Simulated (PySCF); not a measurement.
**Excitation energy of Pm²⁺ by level of theory**

Pm²⁺ [Xe] 4f5 (high-spin determinant) → Pm²⁺ [Xe] 4f4 6p1 (high-spin determinant), as a difference of total energies. Calculation: PySCF 2.14, in ANO-RCC-VTZP (8s7p5d3f2g1h, 104 functions); the spin-free X2C one-electron Hamiltonian (Gaussian nucleus). Correlated levels: valence: [Kr] 4d10 frozen; valence and next inner shell: [Ar] 3d10 frozen. The calculations carry no spin-orbit coupling.

| method | excitation energy (cm⁻¹) |
| --- | --- |
| UHF | 51498 |
| MP2 (valence) | 64692 |
| SCS-MP2 (valence) | 59254 |
| MP2 (valence and next inner shell) | 67377 |
| SCS-MP2 (valence and next inner shell) | 61850 |

The basis was made for the ground configuration and has no added diffuse functions, so the excitation energy can come out too high.

The determinant of the lower state and of the upper state mixes LS terms, which raises its energy above the lowest term, most at the Hartree-Fock and MP2 levels.
